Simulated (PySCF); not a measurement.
Correlation energy of Ne³⁺ (neon, charge +3)

[He] 2s2 2p3, high-spin 4S determinant. Computed with PySCF 2.14 in aug-cc-pwCVTZ (7s6p4d2f, 59 functions), with no relativity, point nucleus. Frozen: nothing; 7 electrons correlated.

| level | correlation energy (mhartree) |
| --- | --- |
| CCSD | -175.05 |
| (T) | -1.15 |
| CCSD(T) | -176.20 |

Diagnostics: T1 = 0.0018, D1 = 0.0057, largest double amplitude 0.024.

Cost of the coupled-cluster step: about 10 core-seconds, for 7 correlated electrons.

Iterations:

```
CC2 = 0
CCSD nocc = (np.int64(5), np.int64(2)), nmo = (59, 59)
frozen orbitals [[], []]
max_cycle = 100
direct = 0
conv_tol = 1e-08
conv_tol_normt = 1e-06
diis_space = 8
diis_start_cycle = 0
Init t2, MP2 energy = -0.161421010286695
Init E_corr(UCCSD) = -0.161421010286707
cycle = 1  E_corr(UCCSD) = -0.172788023134952  dE = -0.0113670128  norm(t1,t2) = 0.0157004
cycle = 2  E_corr(UCCSD) = -0.174501211327717  dE = -0.00171318819  norm(t1,t2) = 0.00435274
cycle = 3  E_corr(UCCSD) = -0.175074548481038  dE = -0.000573337153  norm(t1,t2) = 0.00145047
cycle = 4  E_corr(UCCSD) = -0.175052277233944  dE = 2.22712471e-05  norm(t1,t2) = 0.000143897
cycle = 5  E_corr(UCCSD) = -0.175054711778566  dE = -2.43454462e-06  norm(t1,t2) = 2.11644e-05
cycle = 6  E_corr(UCCSD) = -0.175054750537818  dE = -3.87592521e-08  norm(t1,t2) = 1.86528e-06
cycle = 7  E_corr(UCCSD) = -0.175054738158237  dE = 1.23795813e-08  norm(t1,t2) = 2.58736e-07
cycle = 8  E_corr(UCCSD) = -0.175054738327938  dE = -1.69701558e-10  norm(t1,t2) = 2.49083e-08
UCCSD converged
E(UCCSD) = -124.2711391838584  E_corr = -0.1750547383279382
UCCSD(T) correction = -0.00114532993757584
```
